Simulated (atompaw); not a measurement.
# What one change does to a pseudopotential (Sb (Z = 51), PAW (atompaw))

antimony (Sb), PAW, made with atompaw 4.2.0.5 (PBE, scalar-relativistic). Core [Kr] 4d10, reference 5s2 5p2.75 (charge +0.25). Waves: 5s (bound): rc 1.90 bohr; 5s channel at 3.4 Ry: rc 1.90 bohr; 5p (bound): rc 2.85 bohr; 5p channel at 0.95 Ry: rc 2.85 bohr; 5d channel at 0.4 Ry: rc 2.85 bohr. Local part: troulliermartins scheme with l = 3 at -0.5 Ry, radius 2.30 bohr. Core correction: smooth core density matched at 2.15 bohr. Augmentation charge: besselshape compensation charge, radius 2.65 bohr; PAW radius 2.85 bohr; waves and projectors: custom rrkj vanderbiltortho.

Change: all radii scaled by about 1.24 (s 2.36, p 3.52, d 3.52 bohr); local potential troulliermartins scheme with l = 3 at -0.5 Ry, radius 2.84 bohr; augmentation besselshape compensation charge, radius 3.28 bohr; PAW radius 3.52 bohr; waves and projectors: custom rrkj vanderbiltortho; core correction smooth core density matched at 2.66 bohr.

Cutoffs: the cutoffs (Ry, on a coarse ladder) from which the occupation-weighted sum of valence levels, in a spherical-Bessel basis at the reference potential, stays within 10 and 1 mRy of its value at 400 Ry; they do not see the model core or the augmentation charge, which bear on the density cutoff.

Task: What does the change do?

Result: The potential gets softer (10 Ry and 15 Ry → 6 Ry and 8 Ry); neither file shows a bound ghost. A larger radius leaves more room for a smooth pseudo-wave, so fewer plane waves are needed.

```csv
quantity,base,changed
"cutoff, loose",10 Ry,6 Ry
"cutoff, tight",15 Ry,8 Ry
loose cutoff by channel (10 mRy a level),"s 8 Ry, p 6 Ry","s 6 Ry, p 6 Ry"
bound ghosts,none,none
lowest overlap eigenvalue by channel,"s 0.64, p 0.34, d 0.86","s 0.56, p 0.12, d 0.70"
```

 The cutoffs see the waves, projectors and local potential, not the compensation charge or the core.
